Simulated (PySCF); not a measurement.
# Which functional comes closest?

Molecule: `C=CS(=O)(=O)C=C`, C4H6O2S.

Atoms are numbered as in `[CH2:1]=[CH:2][S:3](=[O:4])(=[O:5])[CH:6]=[CH2:7]` (H(Xn): hydrogen on atom n). Ha(C1), Ha(C7) are cis to S3; Hb(C1), Hb(C7) are trans to S3.

Geometry PBE0-D3(BJ)/def2-SVP throughout; GIAO in PySCF 2.14, gas phase, one conformer, non-relativistic; equivalent atoms averaged; basis pcSseg-1.

Reference values (measured; solution, not stated per compound (mostly CDCl3 or CCl4); Pretsch, Buehlmann, Badertscher, Structure Determination of Organic Compounds, 4th ed. (2009)): δ(H(C2)/H(C6)) = 6.67 ppm. Computed shifts are taken against TMS, calculated as an isolated molecule at each level.

Problem. How do the functionals LDA, PBE, BP86, OPBE, KT2, KT3, B3LYP, PBE0, CAM-B3LYP perform against the reference? Times are CPU seconds on shared hosts with different chips, so compare them loosely; the GGAs took longer than the global hybrids here, which isn't the general rule, and the cause wasn't traced.

Solution. 
```tsv
functional	kind	H(C2)/H(C6)	abs. error H	core-s
LDA	LDA	6.51	0.16	17
PBE	GGA	6.39	0.28	23
BP86	GGA	6.38	0.29	22
OPBE	GGA	6.43	0.24	23
KT2	GGA	6.24	0.43	23
KT3	GGA	6.21	0.46	24
B3LYP	global hybrid	6.28	0.39	15
PBE0	global hybrid	6.36	0.31	21
CAM-B3LYP	range-separated hybrid	6.28	0.39	22
```

For 1H the closest is LDA (0.16 ppm) and the furthest KT3 (0.46 ppm). One molecule is a small sample, and vibrational and solvent effects are absent from the calculation.
